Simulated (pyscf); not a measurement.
# H₂N–Ge(OH)(OH)–OH, singlet

Gas-phase minimum from PySCF at ωB97X-D3(BJ)/def2-SVP, one conformer. 

```
Ge
O 1 1.7625
H 2 0.9641 1 112.08
O 1 1.7666 2 109.24 3 32.98
H 4 0.9652 1 110.97 2 -121.25
O 1 1.7683 2 113.54 3 -80.19
H 6 0.9643 1 112.35 2 -73.82
N 1 1.8025 2 103.99 3 158.76
H 8 1.0156 1 116.42 2 -160.71
H 8 1.0164 9 110.30 1 -132.40
```
Charge 0, spin multiplicity 1.

Properties at ωB97X-D3(BJ)/def2-SVP:

Harmonic wavenumbers, unscaled: 99, 155, 203, 225, 250, 260, 270, 303, 330, 506, 712, 746, 759, 769, 869, 892, 905, 926, 1551, 3602, 3702, 3898, 3910, 3915 cm⁻¹
Zero-point energy: 42.5 kcal/mol
Rotational symmetry number: 1
Entropy of this conformer at 298 K and 1 atm, rigid rotor and harmonic oscillator, modes under 100 cm⁻¹ raised to 100: 364.9 J/(mol K)
Dipole moment: 0.80 D

Single-point totals, which compare only within one level:

```json
[
 {"level": "ωB97X-D3(BJ)/def2-TZVP", "total energy (hartree)": "-2360.68363"},
 {"level": "PBE/def2-TZVP", "total energy (hartree)": "-2360.05239"},
 {"level": "r²SCAN/def2-TZVP", "total energy (hartree)": "-2360.52781"},
 {"level": "B3LYP-D3(BJ)/def2-TZVP", "total energy (hartree)": "-2360.73034"},
 {"level": "PBE0-D3(BJ)/def2-TZVP", "total energy (hartree)": "-2360.11358"},
 {"level": "M06-2X/def2-TZVP", "total energy (hartree)": "-2360.58565"},
 {"level": "ωB97M-D3(BJ)/def2-TZVP", "total energy (hartree)": "-2360.75819"}
]
```

Soft torsions are taken as harmonic, which can shift the entropy by several J/(mol K). Elements up to Kr have no core potential and no relativistic terms here.
